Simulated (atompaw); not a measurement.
Varying the PAW (atompaw) potential for barium

Base potential:

atompaw 4.2.0.5 input, output lines left out:

```
Ba 56
GGA-PBESOL scalarrelativistic loggrid 2001 logderivrange -2 5 176
6 6 5 0 0 0
6 1 0
5 2 0
0 0 0
c
c
c
c
c
v
c
c
c
c
v
c
c
v
2
3.00 2.70 2.55 1.80
y
3.35
n
y
0.5
n
y
0.2
n
custom polynom2 7 10 vanderbiltortho sinc
3 0 troulliermartins
3.00
3.00
3.00
3.00
3.00
3.00
```

Cutoffs, loose and tight: the cutoffs (Ry, on a coarse ladder) from which the occupation-weighted sum of valence levels, in a spherical-Bessel basis at the reference potential, stays within 10 and 1 mRy of its value at 400 Ry. They see the waves, projectors and local potential, not the compensation charge or the core. A dash means not determined.

For the base: The cutoffs count occupied waves only; the empty 5d level needs 10 Ry at the loose tolerance.

A true bound ghost makes a file unfit for plane-wave use even where its test errors are small: the radial tests pick states by their node count and pass the ghost by.

```csv
change,outcome,"cutoff, loose","cutoff, tight",bound ghosts
base,generated,6 Ry,12 Ry,"s, p"
wave 6p channel at 0.5 Ry: rc 3.00 bohr becomes 6p channel at 0.02 Ry: rc 3.00 bohr,generated,6 Ry,12 Ry,"s, p"
core correction smooth core density matched at 1.46 bohr,generated,6 Ry,12 Ry,"s, p"
"augmentation sinc compensation charge, radius 2.70 bohr; PAW radius 3.00 bohr; waves and projectors: custom rrkj gramschmidtortho",failed: atompaw: The overlap operator has at least one negative eigenvalue!,–,–,–
"local potential troulliermartins scheme with l = 3 at 0 Ry, radius 2.82 bohr",generated,6 Ry,12 Ry,"s, p"
"augmentation sinc compensation charge, radius 1.90 bohr; PAW radius 3.00 bohr; waves and projectors: custom polynom2 7 10 vanderbiltortho",generated,6 Ry,12 Ry,"s, p"
"local potential bessel scheme, radius 2.55 bohr",generated,6 Ry,12 Ry,p
"augmentation sinc compensation charge, radius 2.70 bohr; PAW radius 3.00 bohr; waves and projectors: custom polynom gramschmidtortho",failed: atompaw: The overlap operator has at least one negative eigenvalue!,–,–,–
"augmentation sinc compensation charge, radius 2.70 bohr; PAW radius 3.00 bohr; waves and projectors: custom rrkj vanderbiltortho",failed: atompaw: The overlap operator has at least one negative eigenvalue!,–,–,–
```

What comes out with this change to the base: wave 6s channel at 3.35 Ry: rc 3.00 bohr becomes 6s channel at 3.35 Ry: rc 2.00 bohr?

outcome: generated; cutoff, loose: 6 Ry; cutoff, tight: 25 Ry; bound ghosts: s, p.

What comes out with this change to the base: core [Kr] 4d10 5s2, valence charge 8; reference 5p6 5d0 6s2 6p0; waves now 6s (bound): rc 3.00 bohr; 6s channel at 0.25 Ry: rc 3.00 bohr; 5p (bound): rc 2.30 bohr; 6p (bound): rc 2.95 bohr; 5d (bound): rc 3.00 bohr; 5d channel at 0.35 Ry: rc 3.00 bohr; local potential troulliermartins scheme with l = 3 at 0 Ry, radius 2.05 bohr; core correction smooth core density matched at 1.75 bohr; augmentation sinc compensation charge, radius 2.90 bohr; PAW radius 3.00 bohr; waves and projectors: custom polynom2 7 10 vanderbiltortho?

outcome: generated; cutoff, loose: 15 Ry; cutoff, tight: 21 Ry; bound ghosts: s, p.

What comes out with this change to the base: wave 6s channel at 3.35 Ry: rc 3.00 bohr becomes 6s channel at 3.35 Ry: rc 2.08 bohr?

outcome: generated; cutoff, loose: 6 Ry; cutoff, tight: 8 Ry; bound ghosts: s, p.
